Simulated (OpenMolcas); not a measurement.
An atom or ion with 42 electrons was computed by MS-CASPT2, IPEA 0.25 Eh, imaginary shift 0.1 Eh with spin-orbit coupling (OpenMolcas, ANO-RCC-VTZP, DKH2). The lowest levels that the run gave, each within 12 % of the measured value where one is at hand:

| J | Parity | E (cm⁻¹) | g |
| --- | --- | --- | --- |
| 4 | even | 0.0 | 1.498 |
| 3 | even | 1155 | 1.499 |
| 2 | even | 1845 | 1.499 |
| 1 | even | 2290 | 1.500 |
| 0 | even | 2510 |  |
| 2 | even | 15940 | 1.490 |
| 4 | even | 16310 | 0.986 |
| 6 | even | 16340 | 1.163 |
| 5 | even | 16590 | 1.062 |
| 4 | even | 18000 | 1.051 |
| 3 | even | 18040 | 1.031 |
| 2 | even | 18530 | 0.675 |

Problem. Which ion is it, and what are the configurations and terms?

Solution. Ru2+ (Z = 44, charge +2; active space 6 electrons in 5 orbitals (4d)). J, parity and g give the terms where levels are pure, and mixed ones are named by the computed weights; the size of the splittings, set against known spectra of the 42-electron sequence, gives the charge. In order, with the measured energies in cm⁻¹ (Moore, Atomic Energy Levels, vol. III, NSRDS-NBS 35 (1971 reprint of NBS Circular 467, 1958)): 4d⁶ ⁵D₄, 4d⁶ ⁵D₃ (1159), 4d⁶ ⁵D₂ (1826), 4d⁶ ⁵D₁ (2266), 4d⁶ ⁵D₀ (2476), 4d⁶ ³P₂(1), 4d⁶ ³H₄ [47 %], 4d⁶ ³H₆, 4d⁶ ³H₅, 4d⁶ ³F₄(1) [54 %], 4d⁶ ³F₃(1), 4d⁶ ³F₂(1).

Term energies are means over components that CASPT2 splits; among the terms shown or strongly mixed into the levels shown the widest spread is 390 cm-1 (4d⁶ ³H). Levels of configurations with an s electron are missing; early in the row they begin among the upper levels of the d shell and mix with terms of their name. Terms from blocks run as CI alone lack orbitals of their own. Measured partners are found by configuration, term and J. A level has none where our copy of the source lacks it or the pairing is in doubt (some pairs that miss far off the trend of their configuration count as doubtful), and it then counts in no deviation. Levels of configurations outside the active space are missing.

A share in square brackets marks a mixed level and gives the weight of the term that names it. A number in round brackets counts repeated terms of one configuration in the order of the reference energies.
